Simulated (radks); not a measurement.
Values are calculated unless marked as measured or tabulated.
All-electron atom: the molybdenum ion Mo+ in [Kr] 4d4 5p1 (not the ground configuration). Code: a radial shooting solver on a logarithmic mesh with Libxc functionals. Model: Dirac Kohn-Sham, PBE, spin-unpolarised, spherical densities, point nucleus; open shells are shared between the two j in proportion to 2j + 1.

Normalised radial functions P(r) = r R(r) (large component), r in bohr:

```
   r/bohr * 4d5/2 (the largest magnitude, 0.79, reaches the edge; | marks zero)
 0.001856                             *
 0.002161                             *
 0.002496                             *
 0.002882                             *
 0.003355                             *
 0.003875                             *
 0.004511                             *
  0.00521                             *
 0.006065                             *
 0.007004                             *
 0.008089                             *
 0.009417                             *
  0.01088                             *
  0.01266                             *
  0.01462                             *
  0.01689                             *
  0.01966                             *
   0.0227                             *
  0.02643                             *
  0.03052                             *
  0.03525                             *
  0.04104                             |*
   0.0474                             |*
  0.05518                             |*
  0.06372                             | *
  0.07418                             |  *
  0.08567                             |  *
  0.09894                             |   *
   0.1152                             |     *
    0.133                             |      *
   0.1549                             |        *
   0.1788                             |         *
   0.2065                             |           *
   0.2405                             |            *
   0.2777                             |            *
   0.3233                             |           *
   0.3734                             |         *
   0.4346                             |     *
    0.502                             | *
   0.5797                          *  |
   0.6749                   *         |
   0.7794              *              |
   0.9074        *                    |
    1.048     *                       |
     1.21  *                          |
    1.409  *                          |
    1.627   *                         |
    1.894      *                      |
    2.188         *                   |
    2.526             *               |
    2.941                 *           |
    3.397                    *        |
    3.954                       *     |
    4.567                         *   |
    5.316                           * |
     6.14                            *|
    7.091                             *
    8.255                             *
    9.533                             *
     11.1                             *
    12.82                             *
```

4d5/2: eigenvalue -13.768 eV, 1 radial node at r = 0.528 bohr, <r> = 1.78 bohr, 90 % of the charge inside 2.84 bohr.
